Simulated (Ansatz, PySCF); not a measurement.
Bond stretch in SMILES [AsH3] (H3As). The As1–H4 bond (As1 also carries H, H; H4 carries nothing else) is stretched with both fragments frozen at the PBE0/def2-TZVP optimised geometry.

RKS-PBE = restricted PBE/cc-pVDZ run with Ansatz (a quantum-chemistry and plane-wave program); UKS-PBE = unrestricted PBE/cc-pVDZ run with Ansatz; UKS-PBE0 = unrestricted PBE0/cc-pVDZ (PySCF); UCCSD(T) = CCSD(T) on UHF/cc-pVDZ, 9 core orbitals frozen run with PySCF 2.14.0.

Energies relative to the lowest point of each curve near equilibrium, in kcal/mol; the last columns give the difference from UCCSD(T):

```json
[
 {"R / Å": "1.21", "RKS-PBE": "36.8", "UKS-PBE": "36.8", "UKS-PBE0": "35.3", "UCCSD(T)": "35.0", "RKS-PBE − UCCSD(T)": "1.7", "UKS-PBE − UCCSD(T)": "1.7", "UKS-PBE0 − UCCSD(T)": "0.3"},
 {"R / Å": "1.30", "RKS-PBE": "16.7", "UKS-PBE": "16.7", "UKS-PBE0": "15.5", "UCCSD(T)": "15.3", "RKS-PBE − UCCSD(T)": "1.4", "UKS-PBE − UCCSD(T)": "1.4", "UKS-PBE0 − UCCSD(T)": "0.2"},
 {"R / Å": "1.36", "RKS-PBE": "8.5", "UKS-PBE": "8.5", "UKS-PBE0": "7.6", "UCCSD(T)": "7.4", "RKS-PBE − UCCSD(T)": "1.1", "UKS-PBE − UCCSD(T)": "1.1", "UKS-PBE0 − UCCSD(T)": "0.2"},
 {"R / Å": "1.42", "RKS-PBE": "3.4", "UKS-PBE": "3.4", "UKS-PBE0": "2.8", "UCCSD(T)": "2.7", "RKS-PBE − UCCSD(T)": "0.7", "UKS-PBE − UCCSD(T)": "0.7", "UKS-PBE0 − UCCSD(T)": "0.1"},
 {"R / Å": "1.49", "RKS-PBE": "0.5", "UKS-PBE": "0.5", "UKS-PBE0": "0.3", "UCCSD(T)": "0.3", "RKS-PBE − UCCSD(T)": "0.2", "UKS-PBE − UCCSD(T)": "0.2", "UKS-PBE0 − UCCSD(T)": "0.0"},
 {"R / Å": "1.52", "RKS-PBE": "0.0", "UKS-PBE": "0.0", "UKS-PBE0": "0.0", "UCCSD(T)": "0.0", "RKS-PBE − UCCSD(T)": "0.0", "UKS-PBE − UCCSD(T)": "0.0", "UKS-PBE0 − UCCSD(T)": "0.0"},
 {"R / Å": "1.56", "RKS-PBE": "0.0", "UKS-PBE": "0.0", "UKS-PBE0": "0.2", "UCCSD(T)": "0.2", "RKS-PBE − UCCSD(T)": "-0.2", "UKS-PBE − UCCSD(T)": "-0.2", "UKS-PBE0 − UCCSD(T)": "0.0"},
 {"R / Å": "1.61", "RKS-PBE": "0.7", "UKS-PBE": "0.7", "UKS-PBE0": "1.2", "UCCSD(T)": "1.3", "RKS-PBE − UCCSD(T)": "-0.6", "UKS-PBE − UCCSD(T)": "-0.6", "UKS-PBE0 − UCCSD(T)": "-0.1"},
 {"R / Å": "1.67", "RKS-PBE": "2.5", "UKS-PBE": "2.5", "UKS-PBE0": "3.4", "UCCSD(T)": "3.5", "RKS-PBE − UCCSD(T)": "-1.0", "UKS-PBE − UCCSD(T)": "-1.0", "UKS-PBE0 − UCCSD(T)": "-0.1"},
 {"R / Å": "1.77", "RKS-PBE": "7.1", "UKS-PBE": "7.1", "UKS-PBE0": "8.7", "UCCSD(T)": "8.8", "RKS-PBE − UCCSD(T)": "-1.6", "UKS-PBE − UCCSD(T)": "-1.6", "UKS-PBE0 − UCCSD(T)": "-0.1"},
 {"R / Å": "1.89", "RKS-PBE": "14.2", "UKS-PBE": "14.2", "UKS-PBE0": "16.6", "UCCSD(T)": "16.5", "RKS-PBE − UCCSD(T)": "-2.3", "UKS-PBE − UCCSD(T)": "-2.3", "UKS-PBE0 − UCCSD(T)": "0.2"},
 {"R / Å": "2.05", "RKS-PBE": "24.8", "UKS-PBE": "24.8", "UKS-PBE0": "28.4", "UCCSD(T)": "27.6", "RKS-PBE − UCCSD(T)": "-2.8", "UKS-PBE − UCCSD(T)": "-2.8", "UKS-PBE0 − UCCSD(T)": "0.8"},
 {"R / Å": "2.27", "RKS-PBE": "39.5", "UKS-PBE": "39.5", "UKS-PBE0": "44.6", "UCCSD(T)": "42.3", "RKS-PBE − UCCSD(T)": "-2.8", "UKS-PBE − UCCSD(T)": "-2.8", "UKS-PBE0 − UCCSD(T)": "2.3"},
 {"R / Å": "2.50", "RKS-PBE": "53.5", "UKS-PBE": "53.5", "UKS-PBE0": "59.1", "UCCSD(T)": "55.1", "RKS-PBE − UCCSD(T)": "-1.6", "UKS-PBE − UCCSD(T)": "-1.6", "UKS-PBE0 − UCCSD(T)": "4.0"},
 {"R / Å": "2.74", "RKS-PBE": "65.9", "UKS-PBE": "64.8", "UKS-PBE0": "67.5", "UCCSD(T)": "64.9", "RKS-PBE − UCCSD(T)": "1.0", "UKS-PBE − UCCSD(T)": "-0.1", "UKS-PBE0 − UCCSD(T)": "2.6"},
 {"R / Å": "3.06", "RKS-PBE": "79.1", "UKS-PBE": "72.2", "UKS-PBE0": "72.7", "UCCSD(T)": "71.8", "RKS-PBE − UCCSD(T)": "7.3", "UKS-PBE − UCCSD(T)": "0.3", "UKS-PBE0 − UCCSD(T)": "0.9"},
 {"R / Å": "3.35", "RKS-PBE": "88.0", "UKS-PBE": "74.9", "UKS-PBE0": "74.8", "UCCSD(T)": "74.0", "RKS-PBE − UCCSD(T)": "14.0", "UKS-PBE − UCCSD(T)": "0.9", "UKS-PBE0 − UCCSD(T)": "0.7"},
 {"R / Å": "3.72", "RKS-PBE": "96.2", "UKS-PBE": "76.3", "UKS-PBE0": "75.8", "UCCSD(T)": "74.9", "RKS-PBE − UCCSD(T)": "21.3", "UKS-PBE − UCCSD(T)": "1.4", "UKS-PBE0 − UCCSD(T)": "0.9"},
 {"R / Å": "4.06", "RKS-PBE": "101.3", "UKS-PBE": "76.8", "UKS-PBE0": "76.2", "UCCSD(T)": "75.1", "RKS-PBE − UCCSD(T)": "26.2", "UKS-PBE − UCCSD(T)": "1.6", "UKS-PBE0 − UCCSD(T)": "1.1"},
 {"R / Å": "4.54", "RKS-PBE": "105.9", "UKS-PBE": "77.0", "UKS-PBE0": "76.4", "UCCSD(T)": "75.2", "RKS-PBE − UCCSD(T)": "30.6", "UKS-PBE − UCCSD(T)": "1.8", "UKS-PBE0 − UCCSD(T)": "1.2"},
 {"R / Å": "5.30", "RKS-PBE": "109.4", "UKS-PBE": "77.1", "UKS-PBE0": "76.5", "UCCSD(T)": "75.3", "RKS-PBE − UCCSD(T)": "34.1", "UKS-PBE − UCCSD(T)": "1.8", "UKS-PBE0 − UCCSD(T)": "1.2"}
]
```

RKS-PBE is furthest from UCCSD(T) at 5.30 (34.1 kcal/mol, above); its mean absolute difference over the points is 7.3 kcal/mol.

UKS-PBE is furthest from UCCSD(T) at 2.27 (-2.8 kcal/mol, below); its mean absolute difference over the points is 1.2 kcal/mol.

UKS-PBE0 is furthest from UCCSD(T) at 2.50 (4.0 kcal/mol, above); its mean absolute difference over the points is 0.8 kcal/mol.

The restricted form behind RKS-PBE keeps the bonding electrons paired and can't separate into open-shell fragments. The unrestricted determinant behind UKS-PBE is spin-contaminated at 2.74 to 5.30 Å (<S²> up to 1.0, against 0.00 for a pure singlet). The unrestricted determinant behind UKS-PBE0 is spin-contaminated at 2.50 to 5.30 Å (<S²> up to 1.0, against 0.00 for a pure singlet). The unrestricted determinant behind UCCSD(T) is spin-contaminated at 2.05 to 5.30 Å (<S²> up to 1.0, against 0.00 for a pure singlet).
